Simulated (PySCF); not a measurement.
TMEDA (C6H16N2), SMILES CN(C)CCN(C)C. Geometry: B3LYP-D3(BJ)/def2-SVP. Other conformers were not sampled.

Computed equilibrium geometry at B3LYP-D3(BJ)/def2-SVP (PySCF confirms it by a frequency run) as Cartesian coordinates in Å, and its point group (one conformer of several):
point group C2.
```xyz
24

C      0.6268    -2.7856     0.1517
N      0.0399    -1.4659     0.2188
C     -1.3442    -1.4896     0.6434
C      0.2791    -0.7123    -0.9976
C     -0.2791     0.7123    -0.9976
N     -0.0399     1.4659     0.2188
C      1.3442     1.4896     0.6434
C     -0.6268     2.7856     0.1517
H      0.5269    -3.2963     1.1225
H      1.7009    -2.7115    -0.0835
H      0.1592    -3.4381    -0.6238
H     -1.6866    -0.4682     0.8586
H     -2.0287    -1.9506    -0.1079
H     -1.4323    -2.0738     1.5726
H      1.3699    -0.6818    -1.1595
H     -0.1453    -1.2234    -1.8963
H     -1.3699     0.6818    -1.1595
H      0.1453     1.2234    -1.8963
H      1.6866     0.4682     0.8586
H      1.4323     2.0738     1.5726
H      2.0287     1.9506    -0.1079
H     -0.1592     3.4381    -0.6238
H     -1.7009     2.7115    -0.0835
H     -0.5269     3.2963     1.1225
```
Charge 0, spin multiplicity 1.
